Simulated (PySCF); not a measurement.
**How methods differ on the excitation energy of La(2+)**

La(2+) [Xe] 5d1 (2D) → La(2+) [Xe] 6s1 (2S), as a difference of total energies. Calculation: PySCF 2.14, in cc-pVDZ-X2C (8s7p5d3f1g, 84 functions); the spin-free X2C one-electron Hamiltonian (Gaussian nucleus). Correlated levels: valence and next inner shell: [Ar] 3d10 frozen. The calculations carry no spin-orbit coupling.

```
                                method  excitation energy (eV)
                                   UHF                   1.562
    MP2 (valence and next inner shell)                   1.328
SCS-MP2 (valence and next inner shell)                   1.424
   CCSD (valence and next inner shell)                   1.543
CCSD(T) (valence and next inner shell)                   1.525
```

How much does correlation contribute at CCSD(T) (valence and next inner shell)?

1.525 − (1.562) = -0.037 eV, measured against UHF.

A first-order spin-orbit estimate (lowest level to lowest level, LS coupling) adds 0.130 eV.

The basis was made for the ground configuration and has no added diffuse functions, so the excitation energy can come out too high.
